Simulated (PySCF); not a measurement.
**Radial density of Ga (gallium, neutral)**

UHF, [Ar] 3d10 4s1 4p2, 4s spin antiparallel (an excited configuration). Computed with PySCF 2.14 in aug-cc-pVTZ-PP with one added diffuse shell each of s, d, f type with ECP10MDF (7s5p5d3f, 68 functions), with scalar relativity through the core potential. This is the valence pseudo-density: the core potential removes the inner electrons and smooths the orbitals near the nucleus.

```json
{"r (bohr)": "0.00247", "4πr²ρ (e/bohr)": "2.672e-05", "4πr²(ρα − ρβ)": "0.0000"}
{"r (bohr)": "0.00415", "4πr²ρ (e/bohr)": "7.257e-05", "4πr²(ρα − ρβ)": "0.0000"}
{"r (bohr)": "0.00698", "4πr²ρ (e/bohr)": "0.0001860", "4πr²(ρα − ρβ)": "0.0000"}
{"r (bohr)": "0.0117", "4πr²ρ (e/bohr)": "0.0004361", "4πr²(ρα − ρβ)": "0.0000"}
{"r (bohr)": "0.0197", "4πr²ρ (e/bohr)": "0.0009712", "4πr²(ρα − ρβ)": "0.0000"}
{"r (bohr)": "0.0332", "4πr²ρ (e/bohr)": "0.002530", "4πr²(ρα − ρβ)": "-0.0001"}
{"r (bohr)": "0.0558", "4πr²ρ (e/bohr)": "0.01617", "4πr²(ρα − ρβ)": "-0.0001"}
{"r (bohr)": "0.0939", "4πr²ρ (e/bohr)": "0.1707", "4πr²(ρα − ρβ)": "-0.0001"}
{"r (bohr)": "0.158", "4πr²ρ (e/bohr)": "1.412", "4πr²(ρα − ρβ)": "-0.0002"}
{"r (bohr)": "0.266", "4πr²ρ (e/bohr)": "7.721", "4πr²(ρα − ρβ)": "-0.0014"}
{"r (bohr)": "0.447", "4πr²ρ (e/bohr)": "23.76", "4πr²(ρα − ρβ)": "-0.0254"}
{"r (bohr)": "0.752", "4πr²ρ (e/bohr)": "20.53", "4πr²(ρα − ρβ)": "0.0082"}
{"r (bohr)": "1.26", "4πr²ρ (e/bohr)": "4.862", "4πr²(ρα − ρβ)": "-0.1493"}
{"r (bohr)": "2.13", "4πr²ρ (e/bohr)": "1.372", "4πr²(ρα − ρβ)": "0.0449"}
{"r (bohr)": "3.58", "4πr²ρ (e/bohr)": "0.6387", "4πr²(ρα − ρβ)": "0.3809"}
{"r (bohr)": "6.02", "4πr²ρ (e/bohr)": "0.1106", "4πr²(ρα − ρβ)": "0.1038"}
{"r (bohr)": "10.1", "4πr²ρ (e/bohr)": "0.002504", "4πr²(ρα − ρβ)": "0.0025"}
```

Energies and moments cover only the electrons outside the core potential. With the s spin flipped the determinant is a mixture of two multiplicities, not a spectroscopic state.
